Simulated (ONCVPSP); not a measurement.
Transferability test, ONCV potential for Rb (Z = 37)

ONCVPSP 4.0.1 input, shortened (lines: element, Z, core and valence counts, functional; n l f; lmax; l rc ep ncon nbas qcut; lloc lpopt rc5 dvloc0; l nproj debl; icmod fcfact rcfact), LDA (Perdew-Wang 92), scalar-relativistic:

```
  Rb 37.00    6    3  -001012      upf
    1    0    2.00
    2    0    2.00
    2    1    6.00
    3    0    2.00
    3    1    6.00
    3    2   10.00
    4    0    2.00
    4    1    6.00
    5    0    1.00
    2
    0    2.25    0.00    4    7    4.80
    1    2.25    0.00    4    7    7.30
    2    1.90    0.06    5    9    3.20
    4    5    1.25    2.00
    0    2    3.60
    1    1    1.70
    2    1    0.90
    3    4.00    1.70
```

Energies are relative to the spin-unpolarised reference configuration 4s2 4p6 5s1; without spin polarisation the order of configurations can differ from experiment.

Task: Give the all-electron excitation energy and the error of the potential for: 4s2 4p6 5s0; 4s2 4p6 5s0.5; 4s2 4p6 5s0 5p1; 4s1 4p6 5s1.

Result:

| valence configuration | charge | ΔE all-electron (eV) | error AE − PS (meV) |
| --- | --- | --- | --- |
| 4s2 4p6 5s0 | +1 | 4.274 | -0.4 |
| 4s2 4p6 5s0.5 | +0.5 | 1.658 | -0.1 |
| 4s2 4p6 5s0 5p1 | 0 | 1.618 | +5.9 |
| 4s1 4p6 5s1 | +1 | 37.841 | -108 |

Levels in the configuration 4s2 4p6 5s0.5:

```csv
level,all-electron (eV),pseudo (eV)
4s,-34.692,-34.693
4p,-18.734,-18.733
5s,-4.289,-4.289
```
